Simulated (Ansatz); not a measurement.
**Loss of H2: CH6GeO → CH4GeO + H2**

Species: CH6GeO `C[O][GeH3]`, singlet; CH4GeO `C[O][GeH]`, singlet; H2 (hydrogen), singlet. 

Shapes, held fixed at every level: PBE0-D4/def2-TZVP. Flexible molecules stand in one conformer, not always the lowest. Programs: Ansatz 0.2.0. The zero-point and thermal change to 298 K, harmonic and unscaled (PBE0-D4/def2-TZVP), is -11.5 kJ/mol.

```csv
level,kind,ΔH(298 K) (kJ/mol),less CCSD(T)/def2-TZVPP
HF/def2-SVP,Hartree–Fock,+124.6,+13.5
HF/def2-TZVPP,Hartree–Fock,+115.8,+4.7
r2SCAN-D4/def2-TZVPP,meta-GGA,+108.0,-3.1
MP2/def2-SVP,perturbation theory,+120.5,+9.4
CCSD/def2-SVP,coupled cluster or CI,+112.9,+1.8
CCSD/def2-TZVPP,coupled cluster or CI,+114.4,+3.3
CCSD(T)/def2-TZVPP,coupled cluster or CI,+111.1,0.0
```

The highest level, CCSD(T)/def2-TZVPP, gives ΔH(298 K) = +111.1 kJ/mol; the levels span +108.0 to +124.6. The column of differences is taken from that level and isn't an error. No measured value is set beside it here. Relativity is left out for Ge unless named. Correlated rows may include outer-core shells of Ge, which these sets cover unevenly.
